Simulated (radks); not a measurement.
Values are calculated unless marked as measured or tabulated.
Excited configurations of Ba LIII: one electron is placed in a higher orbital outside [He] 2s1. The ground configuration is [He] 2s2. Level of theory: Dirac Kohn-Sham, LDA (Slater exchange, Perdew-Wang correlation), spin-unpolarised, spherical densities, finite nucleus; open shells fill j = l - 1/2 first; Fermi nuclear charge, rms radius 4.8378 fm (a radial shooting solver on a logarithmic mesh with Libxc functionals). Excitation = E - E(ground); binding = E(ion) - E, where the ion is the core of charge +53; n* = 53/sqrt(2 binding) in atomic units. These energies are relativistic, and a one-electron ion of charge +53 with no core already has n* below n in this formula (Dirac formula, point nucleus: 3d3/2 2.981, 4s1/2 3.936, 4d3/2 3.976, 5s1/2 4.934, 5p1/2 4.934, 5d3/2 4.974, 5f5/2 4.986, 6d3/2 5.972, 7s1/2 6.930, 7p1/2 6.930, 7d3/2 6.970, 7f5/2 6.983).

outer orbital  excitation (eV)  binding (eV)     n*  <r> (bohr)
3d3/2                   6088.8        4314.2  2.976      0.1930
4s1/2                   7894.5        2508.5  3.903      0.4300
4d3/2                   7978.0        2425.0  3.970      0.3883
5s1/2                   8811.3        1591.8  4.900      0.6781
5p1/2                   8819.4        1583.7  4.913      0.6628
5d3/2                   8853.3        1549.7  4.966      0.6401
5f5/2                   8866.6        1536.4  4.987      0.5891
6d3/2                   9328.3        1074.8  5.963      0.9485
7s1/2                   9599.2        803.84  6.895       1.344
7p1/2                   9602.1        800.96  6.908       1.330
7d3/2                   9614.2        788.78  6.961       1.313
7f5/2                   9618.7        784.28  6.981       1.265

The Delta-SCF ionisation energy is 10403.0 eV (NIST Atomic Spectra Database: 10376 eV, theoretical). Self-interaction in the functional shifts the binding energies and quantum defects, so they are the method's values and not measured ones. Spin polarisation and multiplet splitting are left out, so open shells lie too high by an amount that depends on their filling.

Beside tabulated values, note that spin-unpolarised runs miss the spin-polarisation part of the exchange energy of open shells.
